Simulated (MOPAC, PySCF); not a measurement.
C$_{2}$H$_{2}$ClF, SMILES `C(/Cl)=C/F`, neutral singlet in the gas phase. 

Cartesian coordinates (Å):
```xyz
6

F     -1.1699     1.2741     0.0696
C     -0.6969     0.0349     0.0710
C      0.5912    -0.2472     0.1532
Cl     1.8148     0.9388     0.2679
H     -1.4647    -0.7260    -0.0014
H      0.9254    -1.2746     0.1504
```
Charge 0, multiplicity 1.

All levels are single points at this geometry (PBE0-D4/def2-TZVP); Pople sets use spherical d functions. Orbital energies aren't observables, and empty levels follow the basis.

B3LYP/3-21G in PySCF gives gap (eV) = 7.21.

Question: Estimate the gap (eV) from each of these levels: PBE-D3(BJ)/def2-TZVP in PySCF; PBE0-D4/def2-TZVP in PySCF; B3LYP/6-311+G** in PySCF; B3LYP/6-31G* in PySCF; B3LYP/LANL2DZ in PySCF; BP86/6-31G* in PySCF; SVWN5/6-31G* in PySCF; PM3 in MOPAC.

Answer: 
```json
[
 {"level": "PBE-D3(BJ)/def2-TZVP in PySCF", "gap (eV)": "5.16"},
 {"level": "PBE0-D4/def2-TZVP in PySCF", "gap (eV)": "7.40"},
 {"level": "B3LYP/6-311+G** in PySCF", "gap (eV)": "6.92"},
 {"level": "B3LYP/6-31G* in PySCF", "gap (eV)": "7.15"},
 {"level": "B3LYP/LANL2DZ in PySCF", "gap (eV)": "7.04"},
 {"level": "BP86/6-31G* in PySCF", "gap (eV)": "5.33"},
 {"level": "SVWN5/6-31G* in PySCF", "gap (eV)": "5.26"},
 {"level": "PM3 in MOPAC", "gap (eV)": "10.24"}
]
```
